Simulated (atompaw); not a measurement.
# u(r) = r·R(r): atom against pseudo-atom (P)

Columns: radius, all-electron u(r) and pseudo u(r) of the 3s shell (level -13.94 eV) of phosphorus in the configuration [Ne] 3s2 3p3; LDA (PW92), non-relativistic, PAW (atompaw) scheme, atompaw 4.2.0.5.

```csv
r (bohr),all-electron,pseudo
0.071,0.1874,0.0600
0.142,-0.0089,0.1197
0.213,-0.2182,0.1785
0.285,-0.3454,0.2371
0.356,-0.3805,0.2934
0.427,-0.3458,0.3479
0.498,-0.2641,0.4002
0.569,-0.1549,0.4502
0.640,-0.0329,0.4974
0.712,0.0932,0.5423
0.783,0.2129,0.5835
0.854,0.3236,0.6213
0.925,0.4227,0.6556
0.996,0.5092,0.6862
1.067,0.5827,0.7132
1.138,0.6435,0.7363
1.210,0.6930,0.7558
1.281,0.7306,0.7711
1.352,0.7582,0.7825
1.423,0.7766,0.7900
1.494,0.7872,0.7935
1.565,0.7907,0.7931
1.637,0.7882,0.7888
1.708,0.7806,0.7807
1.779,0.7688,0.7688
1.850,0.7535,0.7535
```

Task: How many radial nodes do the two functions have?

Result: The all-electron 3s function has n − l − 1 = 2; the pseudo-wave has 0, since the states of the same l below it are removed with the core.

Task: Where does each function peak?

Result: Outermost all-electron maximum near 1.56 bohr, pseudo maximum near 1.49 bohr (to the table’s step).

Task: Is the pseudo-wave norm-conserving?

Result: No, it belongs to a PAW set: the norm inside the radius is not constrained, and the difference is carried by the augmentation charge.
